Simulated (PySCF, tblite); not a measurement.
Isomers of C6H13O (doublet state). Method: GFN2-xTB as coded in tblite; computed harmonic values from a numerical Hessian at the method's own geometry, unscaled. This tight-binding method is rough: wavenumbers can miss measured ones by several per cent, in bad cases by 10 to 20. One conformer each. Open shells enter through the occupations alone, without spin polarisation, and single modes of such species can be off by tens of per cent.

Electronic energies: B3LYP/pcH-1 single points on the GFN2-xTB geometries (PySCF, gas phase).

```
           SMILES  electronic energy, lowest = 0 (kcal/mol)
[CH2][C@H](C)CCCO                                       7.6
      C[C](C)CCCO                                       1.2
 CCC[C@H](C)[CH]O                                       0.0
 C[CH]C[C@H](O)CC                                       0.7
```

Q: How do GFN2-xTB zero-point energies change the relative energies?

A: 
| SMILES | ZPE (kcal/mol) | of it from modes above 1550 cm⁻¹ | electronic (kcal/mol) | with ZPE, lowest = 0 (kcal/mol) | lowest mode (cm⁻¹) | rings |
| --- | --- | --- | --- | --- | --- | --- |
| CCC[C@H](C)[CH]O | 110.9 | 56.7 | 0.0 | 0.3 | 39 | 0 |
| C[CH]C[C@H](O)CC | 109.9 | 56.2 | 0.7 | 0.0 | 39 | 0 |
| C[C](C)CCCO | 110.1 | 55.7 | 1.2 | 0.7 | 37 | 0 |
| [CH2][C@H](C)CCCO | 109.9 | 56.6 | 7.6 | 6.9 | 65 | 0 |

The zero-point energies span 1.0 kcal/mol, from `C[CH]C[C@H](O)CC` to `CCC[C@H](C)[CH]O`. With it `C[CH]C[C@H](O)CC` becomes the lowest.

Q: And how do the electronic energies of GFN2-xTB itself compare?

A: `CCC[C@H](C)[CH]O` 0.0; `C[CH]C[C@H](O)CC` 4.1; `C[C](C)CCCO` 2.4; `[CH2][C@H](C)CCCO` 12.2 kcal/mol, lowest = 0. Against the energies above, taken from the same isomer `CCC[C@H](C)[CH]O`, the largest difference is 4.6 kcal/mol.

Q: What do entropy and thermal enthalpy add at 298.15 K and 1 bar (rigid rotor, harmonic oscillator, one conformer each)?

A: 
| SMILES | point group | symmetry number | S (cal/(mol K)) | H − H(0) (kcal/mol) | ZPE + H − H(0) − TS (kcal/mol) |
| --- | --- | --- | --- | --- | --- |
| CCC[C@H](C)[CH]O | C1 | 1 | 97.6 | 6.72 | 88.5 |
| C[CH]C[C@H](O)CC | C1 | 1 | 99.6 | 6.86 | 87.1 |
| C[C](C)CCCO | C1 | 1 | 101.3 | 6.96 | 86.8 |
| [CH2][C@H](C)CCCO | C1 | 1 | 97.9 | 6.83 | 87.6 |

S holds R ln(2S + 1) for the spin.
